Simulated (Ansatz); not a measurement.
`CC(C)(C)O[Si](Cl)(Cl)Cl` and `F[Si](F)(F)O[Si](Cl)(Cl)Cl` differ in one atom or group.

Ansatz, PBE0-D4/def2-TZVP geometries, multiplicity 1. Each molecule was computed in one conformer, which needn't be the lowest.

```
                                          property  `CC(C)(C)O[Si](Cl)(Cl)Cl`
           HOMO–LUMO gap (ωB97M-V/def2-TZVPP) / eV                      13.19
             LUMO energy (ωB97M-V/def2-TZVPP) / eV                       2.17
               HOMO energy (B3LYP/def2-TZVPP) / eV                      -8.46
                LUMO energy (PBE0/def2-TZVPP) / eV                       0.25
size of the dipole moment (ωB97M-V/def2-TZVPP) / D                       2.72
               HOMO–LUMO gap (PBE/def2-TZVPP) / eV                       6.43
```

Question: What does the change do to each property? (Best estimate.)

Answer: Ansatz gave: 
```tsv
property	`F[Si](F)(F)O[Si](Cl)(Cl)Cl`	shift
HOMO–LUMO gap (ωB97M-V/def2-TZVPP) / eV	13.59	0.40
LUMO energy (ωB97M-V/def2-TZVPP) / eV	1.73	-0.44
HOMO energy (B3LYP/def2-TZVPP) / eV	-9.32	-0.86
LUMO energy (PBE0/def2-TZVPP) / eV	-0.31	-0.56
size of the dipole moment (ωB97M-V/def2-TZVPP) / D	0.69	-2.03
HOMO–LUMO gap (PBE/def2-TZVPP) / eV	6.84	0.41
```

With PBE0 the HOMO falls by 0.92 eV and the LUMO falls by 0.56 eV, so the gap widens by about 0.36 eV. PBE moves the HOMO by -0.96 eV and ωB97M-V by -0.83 eV. Dipoles are sizes alone; their direction can turn.

Positive LUMOs are unbound, so they and the gaps depend on the basis.

B3LYP here is the variant with VWN-RPA as its local correlation; programs differ in this.
